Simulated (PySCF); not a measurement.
Members of one family of related compounds. The calculation used TDDFT B3LYP/def2-SVPD, vertical, gas phase, core orbitals frozen in the response (PySCF). Geometries: GFN2-xTB; one conformer of each isolated species. Triplets are in the Tamm–Dancoff approximation.

Task: Rank by computed S1–T1 gap, lowest first.
A. `O[SiH]1OCCCO1`
B. `FC[SiH]1OCCCO1`
C. `O1[SiH](OCCC1)/C=N\[H]`
D. `ClC[SiH]1OCCCO1`

Result: A (0.12 eV), B (0.31 eV), D (0.55 eV), C (0.80 eV).

```tsv
SMILES	S1−T1 (eV)	S1 (eV)	T1 (eV)	S1 mainly	T1 mainly	f(S1)
O[SiH]1OCCCO1	0.12	7.32	7.20	H→L (80%)	H→L (56%)	0.000
FC[SiH]1OCCCO1	0.31	6.94	6.63	H→L (86%)	H→L (65%)	0.026
ClC[SiH]1OCCCO1	0.55	6.63	6.08	H→L (78%)	H→L (56%)	0.015
[H]/N=C\[SiH]1OCCCO1	0.80	4.11	3.31	H→L (98%)	H→L (95%)	0.001
```

H and L stand for HOMO and LUMO. Singlets come from full response and triplets from the Tamm–Dancoff approximation.
